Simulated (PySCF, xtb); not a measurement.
SbF₄, SMILES [F][Sb+]([F])([F])[F], charge +1.

GFN2-xTB run with xtb at its own geometry gives an orbital gap of 4.27 eV.

Geometry: r2SCAN-D4/def2-SVP. The spin state was assumed, not searched. The isomer is the one that the SMILES or the coordinates give; other isomers of the formula were not compared. The def2 effective core potentials stand for the cores of Sb; spin–orbit coupling is left out.

What does ωB97X/def2-TZVP (PySCF) give? (Estimate from the structure and the level; the computed values follow.)

gap 12.29 eV (levels -22.21 and -9.92 eV).
